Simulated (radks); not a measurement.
Results of a calculation; reference values are marked as such.
Ionisation of neutral terbium, [Xe] 4f9 6s2, to Tb+, [Xe] 4f9 6s1, under several functionals. Dirac Kohn-Sham, spin-unpolarised, spherical densities, finite nucleus; open shells fill j = l - 1/2 first; a radial shooting solver on a logarithmic mesh with Libxc functionals.

functional                                        E(Tb) (hartree)  Exc (hartree)  IE (eV)  -e(HOMO) (eV)  <r> HOMO (bohr)  IE error (eV)
exchange-only LDA                                     -11703.7716      -242.8383    5.510          1.462           0.9327         -0.354
LDA (Slater exchange, VWN5 correlation)               -11710.2945      -249.4532    6.368          2.761           0.9242         +0.504
PBEsol                                                -11714.0692      -253.2584    6.178          2.590           0.9248         +0.314
BLYP                                                  -11718.8398      -258.0704    6.115          2.321           0.9272         +0.251
exchange-only PBE                                     -11714.3115      -253.4820    5.610          1.533           0.9327         -0.254
revPBE                                                -11718.3034      -257.5382    6.078          2.524           0.9246         +0.214
SOGGA                                                 -11713.5737      -252.7592    6.068          2.507           0.9248         +0.204
LDA (Slater exchange, Perdew-Zunger correlation)      -11710.2700      -249.4284    6.375          2.753           0.9243         +0.511
AM05                                                  -11710.5592      -249.7211    6.117          2.610           0.9233         +0.253

NIST Atomic Spectra Database: 5.864 eV (measured). Closest: SOGGA. The Delta-SCF values span 0.86 eV, the total energies 15.07 hartree. The highest occupied level is 4f7/2. Spin polarisation and multiplet splitting are left out, so open shells lie too high by an amount that depends on their filling.

Beside tabulated values, note that spin-unpolarised runs miss the spin-polarisation part of the exchange energy of open shells.
